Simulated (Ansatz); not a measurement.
SiH₃Br, closed shell: at a first-order saddle point.

Input (in.yaml):

```yaml
crystal:
  periodic: [false, false, false]
  atoms:
    - {symbol: Si, position_ang: [0.277913, 0.942695, 0.074919]}
    - {symbol: Br, position_ang: [-0.653114, -1.609469, -0.587479]}
    - {symbol: H, position_ang: [-0.713436, -0.468372, -1.479130]}
    - {symbol: H, position_ang: [-0.463175, 0.831012, 1.394713]}
    - {symbol: H, position_ang: [1.551812, 0.304034, 0.596977]}
basis:
  gaussian: {orbitals: def2-TZVPP}
hamiltonian: {xc: {name: CAM-B3LYP}, dispersion: d4}
```

Run by:

```bash
ansatz run in.yaml --threads 2 --pin off --events-out ev --progress --plain --max-ram 4352MiB
```

The run's output (Ansatz 0.2.0):

```
Functional definition: CAM-B3LYP
  name "CAM-B3LYP"
  cite "Yanai, Tew & Handy, Chem. Phys. Lett. 393, 51 (2004) doi:10.1016/j.cplett.2004.06.011"
  cite "Iikura, Tsuneda, Yanai & Hirao, J. Chem. Phys. 115, 3540 (2001) doi:10.1063/1.1383587"
  cite "Becke, Phys. Rev. A 38, 3098 (1988) doi:10.1103/PhysRevA.38.3098"
  cite "Lee, Yang & Parr, Phys. Rev. B 37, 785 (1988) doi:10.1103/PhysRevB.37.785"
  cite "Vosko, Wilk & Nusair, Can. J. Phys. 58, 1200 (1980) doi:10.1139/p80-159"
  parameter alpha = 0.19
  parameter beta = 0.46
  parameter omega = 0.33/bohr
  parameter ac = 0.81
  # Exact exchange under (alpha + beta erf(omega r))/r, Becke's under what is left of 1/r.
  exchange = (1 - alpha - beta)*b88_x + beta*b88_x_sr(omega) + alpha*exact_x + beta*exact_x_lr(omega)
  correlation = (1 - ac)*vwn5_c + ac*lyp_c
881 factors; their error is unknown
187 factors; integrals over basis functions are off by at most 4.1e-5 eV
mean field evaluation 1: about -77973.6085 eV, gradient 1.2e1 eV
mean field evaluation 2: about -77974.0103 eV, gradient 7.2e0 eV
mean field evaluation 4: about -77974.1060 eV, gradient 3.5e-1 eV
mean field evaluation 8: about -77974.4400 eV, gradient 3.4e-1 eV
mean field evaluation 16: about -77974.4401 eV, gradient 3.3e-5 eV
mean field -77974.44005334 eV, -2865.5078189865 hartree, gradient 3.3e-5 eV, S^2 0.000000; 0 other end points of the search recorded, 0 dependent functions left out
reference -77974.44016325 eV, -2865.5078230257 hartree; 26, 26 occupied and 106, 106 virtual orbitals, 881 factors
Total energy: -77974.51684551 eV, -2865.5106410467 hartree
```

The lines “mean field evaluation” count trial sets of orbitals through the whole run, from several starts and some on an approximate energy, so they need not fall steadily or lie above the final value.

The run took about 1.1 s on 2 CPU threads of an Intel Xeon 6975P-C (shared host).
